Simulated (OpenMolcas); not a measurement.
Nb4+ (d1) in a complex was computed by SS-CASPT2, IPEA 0.25 Eh, imaginary shift 0.2 Eh with the d shell active (OpenMolcas, ANO-RCC-VTZP on the metal). Its lowest spin-free states, and all those of the highest spin:

| 2S+1 | Degeneracy | E (cm-1) |
| --- | --- | --- |
| 2 | 2 | 0 |
| 2 | 3 | 8040 |

Problem. Is the site octahedral, tetrahedral or cube-like, axial, or of lower symmetry?

Solution. The states with 2S+1 = 2 have orbital degeneracies 2, 3. Threefold states need a cubic site. For d1 at this spin an octahedron puts the threefold T2 below the twofold E and a tetrahedron or cube puts the twofold E below the threefold T2, so the site is a tetrahedron or a cube, which this pattern cannot tell apart. The first gap at this spin, 8040 cm-1, is |10Dq| in ligand-field theory. The run had Nb4+ with 4 ligands (bromide) in tetrahedral coordination (Td) at 2.58 Å. Ligand basis ANO-RCC-VDZP.

Roots that are degenerate in the reference are averaged as groups; the widest CASPT2 spread within a group is 390 cm-1 (the 3-fold group of multiplicity 2 near 8040 cm-1 above the lowest state of its run). Shifts and gaps below about the spread of the groups concerned are not significant. Over all roots computed the reference weight is 0.72; a low but even weight reflects the number of correlated electrons. An orbital doublet at a regular site is open to a Jahn-Teller distortion, which this geometry leaves out. The least metal-like active orbital is 74 % on the metal (Löwdin) and no ligand orbital is active, so the numbers are rough. Ligand-to-metal charge-transfer states are missing. With one d shell and no ligand orbital active, 10Dq can be off by a tenth or more. The distance lies 5 % over the 2.46 Å that this model takes as the normal distance (a Shannon-type radius plus a fixed donor radius); by an R⁻⁵ law this alone changes a d-shell field by about -21 %. No measured value stands beside these numbers; the geometry was imposed, not optimised, and the real ion may take another.
